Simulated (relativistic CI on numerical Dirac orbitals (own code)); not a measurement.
Ni3+ in a cubic cluster: 2p photoemission with charge transfer

Computed with a charge-transfer multiplet model of a cubic metal-ligand cluster with up to 3 ligand holes, Slater and spin-orbit integrals from Dirac-Coulomb-Breit ions, Slater integrals scaled by 0.9. The ground state mixes d7 with configurations of k ligand holes L, whose averages lie at kΔ + k(k − 1)U_dd/2; a core hole lowers each added d electron by U_cd. 20 K, Lorentzian 0.6 eV and Gaussian 0.8 eV FWHM.

Atomic integrals in eV (Slater integrals scaled, ζ unscaled), ground: F2dd 11.900, F4dd 7.429, zeta_d 0.089; with the core hole: F2dd 13.428, F4dd 8.428, zeta_d 0.124, zeta_core 11.400, F2cd 8.116, G1cd 6.273, G3cd 3.570.

Cluster parameters (eV): Δ = -1.2, U_dd = 7.9, 10Dq = 0.2, 10Dq(ligand) = 0.1, V(eg) = 2.15, V(t2g) = -1.08, final-state hopping factor = 1.

```csv
Case,n_d,d7,d8L,d9L2,d10L3,S
U_cd = 9 eV,7.60,0.45,0.51,0.04,0.00,1.50
U_cd = 9.6 eV,7.60,0.45,0.51,0.04,0.00,1.50
U_cd = 10.2 eV,7.60,0.45,0.51,0.04,0.00,1.50
U_cd = 10.8 eV,7.60,0.45,0.51,0.04,0.00,1.50
U_cd = 11.4 eV,7.60,0.45,0.51,0.04,0.00,1.50
```

Weights, n_d and S are thermal averages at 20 K. Binding energies count from the first peak over 30 % of the highest in each spectrum, which can be another peak from case to case. The parameters are a model scan and need not match a compound or its usual spin state. Peaks in eV (height, largest 100):
- U_cd = 9 eV: 0.0 (100), 5.6 (39), 7.4 (36), 9.7 (24), 12.4 (19), 14.8 (15), 19.0 (47), 25.0 (32), 30.0 (6), 33.3 (13)
- U_cd = 9.6 eV: 0.0 (100), 5.7 (44), 7.6 (41), 9.9 (26), 13.3 (23), 15.7 (19), 19.2 (44), 25.1 (39), 26.6 (14), 29.4 (8), 34.1 (15)
- U_cd = 10.2 eV: 0.0 (100), 5.7 (50), 7.6 (47), 9.9 (24), 12.3 (19), 14.2 (21), 18.0 (42), 18.8 (40), 20.1 (35), 22.5 (12), 25.1 (45), 28.9 (13), 34.9 (18)
- U_cd = 10.8 eV: 0.0 (100), 5.9 (58), 7.6 (52), 10.8 (26), 12.2 (24), 15.2 (25), 17.9 (55), 25.1 (48), 28.7 (19), 35.8 (21), 38.8 (5)
- U_cd = 11.4 eV: 0.0 (100), 6.1 (69), 7.5 (57), 11.0 (33), 12.3 (28), 16.3 (32), 18.4 (63), 22.6 (21), 24.8 (51), 28.4 (22), 28.8 (22), 36.9 (24), 39.9 (6)

For the case U_cd = 10.2 eV, Δ = -1.2 eV is smaller than U_dd = 7.9 eV, the charge-transfer side of the Zaanen-Sawatzky-Allen scheme (negative Δ: between configuration averages a ligand hole costs less than the nominal valence; multiplet and field energies can change this for the lowest states). With the core hole the configuration with one ligand hole lies at Δ − U_cd = -10.2, -10.8, -11.4, -12.0, -12.6 eV from the one without, in the order of the table; where this is negative the screened configuration lies lower.
